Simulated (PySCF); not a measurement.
Gas-phase reaction: TaF₅ + Br₂ + O → TaOF₃ + 2 BrF

Method: PySCF energies (xtb for GFN2) plus ideal-gas RRHO corrections (1 bar). † marks an energy on the PBE0/def2-TZVP geometry and frequencies; other levels use their own. CCSD(T) freezes the core. Open shells (unrestricted): O (multiplicity 3); the rest are closed-shell singlets. GFN2 has no spin-polarisation term. Spin-orbit splitting is ignored; it lowers the true energy and changes the entropy of O. Ta: scalar-relativistic def2 core potential, no spin-orbit coupling. Br: all electrons, no relativistic terms. TaOF₃: computed as isolated molecules; such fragments, hydroxides, amides, oligomers or adducts are transient or little studied in the gas. CCSD(T) isn't extrapolated to the basis-set limit. Warning, large T1 diagnostic: TaOF₃ (CCSD(T)/def2-SVP†).

| level | ΔH°(298 K), kJ |
|---|---|
| BLYP/def2-TZVP† | 15 |
| CCSD(T)/def2-SVP† | … |
| CCSD(T)/def2-TZVPP† | … |
| GFN2-xTB | … |
| HF/def2-TZVP† | … |
| M06-2X/def2-TZVP† | 81 |
| PBE0/def2-SVP† | 114 |
| r2SCAN/def2-TZVP† | 81 |
| ωB97X-V/def2-TZVP† | 71 |

Some entries are withheld; supply them.


- CCSD(T)/def2-SVP†, ΔH°(298 K), kJ: 135
- CCSD(T)/def2-TZVPP†, ΔH°(298 K), kJ: 88
- GFN2-xTB, ΔH°(298 K), kJ: -88
- HF/def2-TZVP†, ΔH°(298 K), kJ: 334
